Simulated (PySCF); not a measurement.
Simulation results for AlCl2

Computed with PySCF 2.14.0. Calculation on a computer-drawn molecule: the log of a Hartree-Fock and frozen-core CCSD(T) single point meant for a local Hartree-Fock minimum, with one planted fault or none, to be diagnosed. Offsets are logged minus clean, where the clean run is the same molecule without the fault. The reference is restricted for singlets and unrestricted otherwise, and also for a bond in bohr or an excited solution. Adding or removing an electron swaps singlet and doublet. The excited solution moves the top pair (singlet) or top alpha electron (doublet) to the lowest empty orbital. Highest occupied and lowest empty are orbital energies over both spins, largest force is the largest gradient component, triples share is (T) over the correlation energy, the T1 limit is 0.02 restricted and 0.045 unrestricted, electrons count all cores, a negative frequency is imaginary (commonest isotopes), and the dipole is about the centre of nuclear charge.

```json
{"formula": "AlCl2", "logged_structure": {"atoms_angstrom": [["Cl", 0.671, -0.4172, -1.5937], ["Al", -0.6353, 0.8067, -0.4686], ["Cl", -2.3476, 1.5792, -1.4387]]}, "given": {"meant_charge": 0, "meant_multiplicity": 2, "meant_basis": "cc-pV(D+d)Z", "logged_electrons": 47, "logged_basis_functions": 27, "logged_SCF_converged": "yes", "logged_spin_squared": 0.7538, "logged_highest_occupied [eV]": -7.1465, "logged_lowest_empty [eV]": 4.081, "logged_largest_force [hartree/bohr]": 0.0078467, "logged_T1_diagnostic": 0.010768, "logged_D1_diagnostic": 0.042298, "logged_triples_share": 0.045121, "logged_CC_converged": "yes", "logged_dipole_magnitude [debye]": 4.2887, "logged_SCF_stable_within_its_kind": "yes", "logged_energy_HF [hartree]": -1148.31167, "logged_energy_CCSD(T) [hartree]": -1148.33985, "possible_faults": "no fault, one electron removed, one electron added, multiplicity raised by two, geometry at a saddle point, SCF held on an excited solution, minimal basis STO-3G, one bond length entered in bohr, all coordinates scaled", "drawn_bonds_atom": [1, 2], "drawn_bonds_other_atom": [2, 3], "drawn_bonds_order": [1, 1]}, "results": {"planted_fault": "minimal basis STO-3G", "HF_energy_offset_from_clean_run [kcal/mol]": 7995, "CCSD(T)_energy_offset_from_clean_run [kcal/mol]": 8196}}
```
